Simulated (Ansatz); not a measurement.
`N[B]([GeH3])CF` + `NC1=C[SiH2]1` → `[GeH3][NH]C1=C[SiH2]1` + `NBCF`  (cleavage of the Ge–B bond)

Calculated with Ansatz (gas phase, PBE0-D4/def2-TZVP geometries, no zero-point term in ΔE). CCSD(T)/CBS is the MP2 limit (def2-TZVPP, def2-QZVPP) plus CCSD(T) − MP2 in def2-TZVPP, frozen cores. Functionals use def2-TZVPP. B3LYP here is the variant with VWN-RPA as its local correlation; programs differ in this. For Ge outer-core shells are correlated without core-valence functions, which leaves a few kJ/mol of doubt a bond. Scalar relativity is left out up to krypton. Each species was taken in one conformer, which may not be the lowest.

CCSD(T)/CBS gives -26.8 kJ/mol.

Q: Another level gave -24.9 kJ/mol. Which?
A. B3LYP/def2-TZVPP
B. HF/def2-TZVPP
C. CCSD(T)/def2-TZVPP
D. PBE-D4/def2-TZVPP

A: A. B3LYP -24.9, PBE-D4 -14.8, HF/def2-TZVPP -40.0, CCSD(T)/def2-TZVPP -29.4 kJ/mol.

Largest T1 diagnostic among the species: 0.013.

In def2-TZVPP, CCSD(T) changes the Hartree–Fock value by +10.5 kJ/mol (the triples alone add +0.2 kJ/mol) and MP2 by +5.4 kJ/mol.
